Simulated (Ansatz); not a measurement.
Start from `[SH][Cd][Cl]` and change one element to get `[OH][Cd][Cl]`.

Ansatz, PBE0-D4/def2-TZVP geometries, multiplicity 1. Each molecule was computed in one conformer, which needn't be the lowest.

Elements past krypton have def2 core potentials.

```
                                                                                  property  `[SH][Cd][Cl]`
                                                        HOMO energy (PBE0/def2-TZVPP) / eV           -7.60
                                                       LUMO energy (B3LYP/def2-TZVPP) / eV           -2.07
                                                       HOMO energy (B3LYP/def2-TZVPP) / eV           -7.35
                                                     LUMO energy (ωB97M-V/def2-TZVPP) / eV            0.01
ideal-gas entropy at 298 K and 1 bar (rigid rotor, harmonic PBE0-D4/def2-TZVP) / J/(mol·K)             316
                                                   HOMO–LUMO gap (ωB97M-V/def2-TZVPP) / eV            9.78
```

(1) Give the same properties after the change, and the shifts. (Estimate.)

Results:

(1) Ansatz gave: 
```tsv
property	`[OH][Cd][Cl]`	shift
HOMO energy (PBE0/def2-TZVPP) / eV	-8.34	-0.74
LUMO energy (B3LYP/def2-TZVPP) / eV	-2.15	-0.08
HOMO energy (B3LYP/def2-TZVPP) / eV	-8.09	-0.74
LUMO energy (ωB97M-V/def2-TZVPP) / eV	-0.04	-0.05
ideal-gas entropy at 298 K and 1 bar (rigid rotor, harmonic PBE0-D4/def2-TZVP) / J/(mol·K)	299	-17
HOMO–LUMO gap (ωB97M-V/def2-TZVPP) / eV	10.69	0.91
```

B3LYP here is the variant with VWN-RPA as its local correlation; programs differ in this.
